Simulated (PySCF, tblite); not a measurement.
Isomers of C4H8SSi2, one GFN2-xTB conformer each. Single-point energies are computed at PBE0/pcSseg-1 (PySCF, gas phase, no added dispersion term), electronic only.

Problem. Rank them by PBE0/pcSseg-1 energy, lowest first (kcal/mol).
A. `[CH2:1]=[C:2]1[CH:3]=[C:4]([S:5][SiH3:6])[SiH2:7]1` with C3–C4–S5–Si6 2°
B. `[SiH3:1][S:2][SiH:3]1[CH:4]=[CH:5][CH:6]=[CH:7]1` with Si1–S2–Si3–C4 -51°

Solution. B (0.0), A (38.4).

As drawn, the higher has a four-membered ring, which the lower lacks. GFN2-xTB itself gives, in the same order: 0.0, 27.0. Both levels put the same isomer lowest.

Problem. Which frontier levels, dipoles and rotational constants go with these structures?

Solution. 
| SMILES | HOMO (eV, PBE0/pcSseg-1) | LUMO (eV) | dipole (D) | A, B, C (MHz) |
| --- | --- | --- | --- | --- |
| [SiH3]S[SiH]1C=CC=C1 | -6.91 | -1.88 | 1.64 | 3277, 898.5, 775.5 |
| C=C1C=C(S[SiH3])[SiH2]1 | -6.16 | -0.84 | 0.99 | 3008, 834.2, 663.2 |

Problem. What happens when harmonic zero-point energies from GFN2-xTB frequencies are added?

Solution. 
```csv
SMILES,ZPE (kcal/mol),electronic (kcal/mol),with ZPE (kcal/mol)
[SiH3]S[SiH]1C=CC=C1,61.9,0.0,0.0
C=C1C=C(S[SiH3])[SiH2]1,59.4,38.4,35.9
```

The zero-point energies span 2.5 kcal/mol. The order is unchanged.
